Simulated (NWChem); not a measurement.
Species: SF3, doublet; SMILES F[S](F)F

```xyz
4

F     -1.6496     0.1718     0.3011
S      0.0000    -0.0914     0.3531
F      1.6496     0.1718     0.3011
F      0.0000    -0.0234    -1.2413
```
Atoms are numbered in this order, from 1.

Computed with NWChem. Pople sets run with spherical d functions. Spin-unrestricted. Geometry: optimised at PBE0/def2-SVP, spin-unrestricted. No stability test was run on the SCF state. Vzz is the largest principal value of the second derivative of the potential at the nucleus (NWChem prints the opposite sign); η is the asymmetry. Non-relativistic.

For level PBE0/cc-pVTZ:

```yaml
Vzz S2 (a.u.): -2.370
```

Task: Estimate the same quantities for level PBE0/6-31G*.

Result: The vzz S2 (a.u.) comes out as -2.641.
